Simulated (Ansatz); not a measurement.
Born–Oppenheimer molecular dynamics of C2H10ClNSi (15 atoms, charge 0, multiplicity 1). It starts from a rough guess of a transition structure, not a stationary point.

Method: Ansatz 0.2.0, UKS PBE/STO-3G.

```yaml
ensemble: NVE (velocity Verlet)
time_step: 0.5 fs
steps_asked: 101
starting_velocities_drawn_for: 100 K
seed: 618062
```

First frame:

```xyz
15
Properties=species:S:1:pos:R:3
Si 0.261 0.279 1.370
N 0.436 -0.773 -0.470
C -0.565 -1.698 -0.956
H 0.159 1.277 2.464
H -0.807 -0.649 1.716
Cl 2.199 -0.250 1.744
H 0.212 0.518 -0.724
C -0.110 1.766 -0.170
H 1.369 -1.088 -0.707
H -0.434 -1.908 -2.022
H -0.524 -2.645 -0.412
H -1.552 -1.261 -0.804
H -0.940 1.677 -0.879
H 0.763 2.206 -0.650
H -0.466 2.549 0.502
```

Problem. How far do the bonds stretch over the last three quarters of this one trajectory? (Pairs bonded in most of those frames.)

Solution. 
| bond | mean (Å) | spread (Å) | shortest | longest |
| --- | --- | --- | --- | --- |
| Si1–H4 | 1.466 | 0.014 | 1.44 | 1.49 |
| Si1–H5 | 1.465 | 0.008 | 1.45 | 1.48 |
| Si1–Cl6 | 2.314 | 0.057 | 2.20 | 2.38 |
| Si1–C8 | 1.910 | 0.113 | 1.75 | 2.08 |
| N2–C3 | 1.542 | 0.031 | 1.48 | 1.59 |
| N2–H7 | 1.107 | 0.119 | 0.91 | 1.30 |
| N2–H9 | 1.096 | 0.085 | 0.94 | 1.25 |
| C3–H10 | 1.116 | 0.025 | 1.07 | 1.16 |
| C3–H11 | 1.111 | 0.009 | 1.09 | 1.13 |
| C3–H12 | 1.113 | 0.013 | 1.09 | 1.14 |
| C8–H13 | 1.106 | 0.014 | 1.08 | 1.13 |
| C8–H14 | 1.109 | 0.016 | 1.08 | 1.13 |
| C8–H15 | 1.107 | 0.014 | 1.08 | 1.13 |

Pairs bonded in part of these frames only: Si1–N2 35 %.

Mean temperature of the second half: 898 K. The conserved energy stayed within 1.6 meV per atom of its start (net change -0.66 meV per atom), so the integration is sound. The kinetic energy rose, since the run started high on the potential surface and went downhill. It ends in pieces (CH5ClSi + CH5N), so much of that is their flight and rotation, not heat. A run of 0.051 ps of so small a system gives no equilibrium averages. The orbitals were unrestricted but ended closed-shell. Limits of this set-up: minimal basis.

Time of the run: 9.3 min on 1 thread of Intel(R) Xeon(R) Platinum 8259CL CPU @ 2.50GHz (Skylake/Cascade Lake), on a shared host, peak memory 0.15 GiB.
